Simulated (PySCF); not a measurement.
# Mayer bond orders and bond lengths

Compound: C4H5F2N.
Atom-mapped SMILES: `[H]/[N:4]=[C:3](\[CH:2]=[CH2:1])[CH:5]([F:6])[F:7]` (hydrogens: H8, H9 on C1; H10 on C2; H11 on N4; H12 on C5)

Structure used (GFN2-xTB), in Å, numbered top down from 1:
```
atom  x, y, z in Å
C1     1.4566   -0.7407    0.6944
C2     1.0671    0.1614   -0.2006
C3    -0.3183    0.5053   -0.5017
N4    -0.7162    1.3563   -1.3479
C5    -1.4353   -0.2005    0.2491
F6    -1.3851   -1.5435    0.0668
F7    -1.3380    0.0015    1.5867
H8     2.5016   -0.9410    0.8611
H9     0.7635   -1.3093    1.2900
H10    1.7992    0.7128   -0.7799
H11    0.0234    1.8369   -1.8567
H12   -2.4173    0.1602   -0.0873
```

Bond orders from the PBE0/pcSseg-1 density (PySCF). Geometry: GFN2-xTB, one conformer, isolated molecule.

Problem. How far do the computed orders between heavy atoms stray from the drawn ones?

Solution. The largest departure is 0.088, at C1–C2 (drawn double, 1.912).

Problem. Give the Mayer order of every bond between heavy atoms, beside its length.

Solution. 
```json
{"bond": "C1–C2", "drawn as": "double", "length (Å)": "1.329", "Mayer order": "1.912"}
{"bond": "C2–C3", "drawn as": "single", "length (Å)": "1.459", "Mayer order": "1.026"}
{"bond": "C3–N4", "drawn as": "double", "length (Å)": "1.264", "Mayer order": "2.034"}
{"bond": "C3–C5", "drawn as": "single", "length (Å)": "1.520", "Mayer order": "0.949"}
{"bond": "C5–F6", "drawn as": "single", "length (Å)": "1.356", "Mayer order": "0.935"}
{"bond": "C5–F7", "drawn as": "single", "length (Å)": "1.356", "Mayer order": "0.935"}
```

By pair of heavy elements: C–C: lowest C3–C5 (0.949, 1.520 Å), highest C1–C2 (1.912, 1.329 Å). C–F: all 2 within 0.02 of one another (0.935 to 0.935).

Problem. And the bonds to hydrogen?

Solution. C–H: 0.93 to 0.95 (4 bonds); H–N: 0.94 (1 bond).

Problem. Sum the orders of all bonds at each heavy atom with more than one neighbour and set the sums beside the valence in the SMILES.

Solution. C1 3.783 (drawn 4), C2 3.891 (drawn 4), C3 4.009 (drawn 4), N4 2.969 (drawn 3), C5 3.765 (drawn 4). Orders between atoms that aren't bonded are not in these sums.

For a closed shell the Mayer order of atoms A and B is Σ (PS)μν (PS)νμ over the basis functions μ on A and ν on B, with P the density and S the overlap matrix.
